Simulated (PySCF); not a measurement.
H3P2, SMILES [PH]P, multiplicity 2. The structure is a stationary point at PBE0-D3(BJ)/def2-TZVP. The isomer is the one that the SMILES or the coordinates give; other isomers of the formula were not compared.

Computed with PBE0-D3(BJ)/def2-TZVP in PySCF.

Harmonic wavenumbers (cm⁻¹): 306, 447, 612, 619, 899, 1086, 2384, 2394, 2427. Rotational constants (GHz): 87.00, 6.362, 6.170; symmetry number 1.

Q: Work out the zero-point energy and the ideal-gas rigid-rotor harmonic-oscillator thermochemistry at 298.15 K and 1 atm.

A: ZPE = ½ Σ hcν = ½ × 11175 cm⁻¹ = 15.98 kcal/mol. H − E(el) = 19.01 kcal/mol. Entropy in cal/(mol K): translation 38.43, rotation 22.07, vibration 3.24, spin 1.38, total 65.12. G − E(el) = -0.40 kcal/mol. Cp = 13.78 cal/(mol K).
